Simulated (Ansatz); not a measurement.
The same molecule with X = B, Al, Ga, In. Ansatz, PBE0-D4/def2-TZVP geometries, multiplicity 1.

Elements past krypton have def2 core potentials. Scalar relativity is left out up to krypton.

| X | molecule | mean X–Br bond length / Å | mean X–H bond length / Å | HOMO energy (PBE/def2-TZVPP) / eV | ideal-gas entropy at 298 K and 1 bar (rigid rotor, harmonic PBE0-D4/def2-TZVP) / J/(mol·K) | size of the dipole moment (ωB97M-V/def2-TZVPP) / D |
| --- | --- | --- | --- | --- | --- | --- |
| B | `BrBBr` | 1.891 | 1.186 | -7.26 | 291 | 0.39 |
| Al | `[Br][AlH][Br]` | 2.241 | 1.565 | -7.38 | 312 | 0.93 |
| Ga | `[Br][GaH][Br]` | 2.274 | 1.549 | -7.24 | 323 | 1.49 |

(1) Give the row for X = In, `[Br][InH][Br]`. (Best estimate.)

## Answers

(1) Ansatz gave: 
```json
{"X": "In", "molecule": "`[Br][InH][Br]`", "mean X–Br bond length / Å": "2.454", "mean X–H bond length / Å": "1.698", "HOMO energy (PBE/def2-TZVPP) / eV": "-7.11", "ideal-gas entropy at 298 K and 1 bar (rigid rotor, harmonic PBE0-D4/def2-TZVP) / J/(mol·K)": "336", "size of the dipole moment (ωB97M-V/def2-TZVPP) / D": "2.23"}
```

From B to In the mean X–Br bond length rises at each step, by 0.563 Å in all; the mean X–H bond length isn't monotonic: highest at In, lowest at B; the HOMO energy (PBE/def2-TZVPP) isn't monotonic: highest at In, lowest at Al; the ideal-gas entropy at 298 K and 1 bar (rigid rotor, harmonic PBE0-D4/def2-TZVP) rises at each step, by 45 J/(mol·K) in all. Bonds lengthen as the atom grows down the group. Dipoles are sizes alone, and their direction can turn along the series.

Spin–orbit coupling is left out; it splits and shifts lone-pair levels of the heavy atoms by tenths of an eV.
